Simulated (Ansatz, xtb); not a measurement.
# Isomers of C4H6OS2Si in order of energy

3 gas-phase structures of C4H6OS2Si, from a drawn sample of its isomers (lower ones may exist). Each was relaxed with GFN2-xTB; where two conformers were screened, the lower at r2SCAN-D4/def2-SVP is listed:

A. `O[SiH2]Sc1ccsc1`, a singlet
B. `O[Si@H](S)c1cccs1`, a singlet
C. `C=C[Si]1(O)SC=CS1`, a singlet

Problem. Estimate their order in r2SCAN-D4/def2-SVP energy at these geometries, lowest first.

Solution. Calculated order at r2SCAN-D4/def2-SVP: B (0.0), C (1.7), A (15.6) kcal/mol.

Energies above the lowest of each column, in kcal/mol; the last columns are at PBE-D3(BJ)/def2-SVP geometries:

```csv
structure,GFN2-xTB,HF/STO-3G,r2SCAN-D4/def2-SVP,PBE-D3(BJ)/def2-SVP,CCSD(T)/def2-SVP + ΔMP2/def2-TZVPP
B,3.6,3.9,0.0,0.0,0.0
C,18.3,0.0,1.7,1.3,0.7
A,0.0,9.8,15.6,13.8,15.5
```

CCSD(T)/def2-SVP + ΔMP2/def2-TZVPP puts B lowest, with C within 1 kcal/mol; GFN2-xTB picks A. Flexible structures stand in one conformer each, not always the lowest. ΔMP2 is the change of the MP2 energy from the smaller to the larger basis.

Programs: Ansatz 0.2.0, xtb 6.7.1.
